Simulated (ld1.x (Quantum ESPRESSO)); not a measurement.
u(r) = r·R(r): atom against pseudo-atom (chromium (Cr))

Columns: radius, all-electron u(r) and pseudo u(r) of the 3d shell (level -6.48 eV) of chromium in the configuration [Ne] 3s2 3p6 3d5 4s0.5 4p0; LDA (PZ), scalar-relativistic, TM semilocal scheme, ld1.x (Quantum ESPRESSO) 7.5.

```json
{"r (bohr)": "0.075", "all-electron": "0.0229", "pseudo": "0.0037"}
{"r (bohr)": "0.150", "all-electron": "0.1113", "pseudo": "0.0285"}
{"r (bohr)": "0.225", "all-electron": "0.2399", "pseudo": "0.0892"}
{"r (bohr)": "0.300", "all-electron": "0.3768", "pseudo": "0.1904"}
{"r (bohr)": "0.375", "all-electron": "0.5020", "pseudo": "0.3247"}
{"r (bohr)": "0.450", "all-electron": "0.6058", "pseudo": "0.4748"}
{"r (bohr)": "0.525", "all-electron": "0.6857", "pseudo": "0.6191"}
{"r (bohr)": "0.600", "all-electron": "0.7426", "pseudo": "0.7387"}
{"r (bohr)": "0.675", "all-electron": "0.7794", "pseudo": "0.8218"}
{"r (bohr)": "0.750", "all-electron": "0.7995", "pseudo": "0.8662"}
{"r (bohr)": "0.825", "all-electron": "0.8064", "pseudo": "0.8771"}
{"r (bohr)": "0.900", "all-electron": "0.8034", "pseudo": "0.8641"}
{"r (bohr)": "0.975", "all-electron": "0.7930", "pseudo": "0.8373"}
{"r (bohr)": "1.050", "all-electron": "0.7773", "pseudo": "0.8049"}
{"r (bohr)": "1.125", "all-electron": "0.7580", "pseudo": "0.7722"}
{"r (bohr)": "1.200", "all-electron": "0.7362", "pseudo": "0.7420"}
{"r (bohr)": "1.275", "all-electron": "0.7130", "pseudo": "0.7146"}
{"r (bohr)": "1.350", "all-electron": "0.6888", "pseudo": "0.6891"}
{"r (bohr)": "1.425", "all-electron": "0.6644", "pseudo": "0.6644"}
{"r (bohr)": "1.500", "all-electron": "0.6399", "pseudo": "0.6399"}
{"r (bohr)": "1.575", "all-electron": "0.6157", "pseudo": "0.6157"}
{"r (bohr)": "1.650", "all-electron": "0.5919", "pseudo": "0.5919"}
{"r (bohr)": "1.725", "all-electron": "0.5687", "pseudo": "0.5687"}
{"r (bohr)": "1.800", "all-electron": "0.5461", "pseudo": "0.5461"}
{"r (bohr)": "1.875", "all-electron": "0.5243", "pseudo": "0.5243"}
{"r (bohr)": "1.950", "all-electron": "0.5032", "pseudo": "0.5032"}
```

(1) How many radial nodes do the two functions have?

(2) At about which radius was the pseudo-wave matched?

(3) Is the pseudo-wave norm-conserving?

## Answers

(1) The all-electron 3d function has n − l − 1 = 0; the pseudo-wave has 0.

(2) 1.50 bohr. The columns agree to 0.0005 from 1.35 bohr on; several derivatives are matched, so the curves merge somewhat inside the radius.

(3) Yes: the TM semilocal scheme keeps the norm inside the radius equal to the all-electron one, which fixes the energy derivative of the logarithmic derivative at the level.
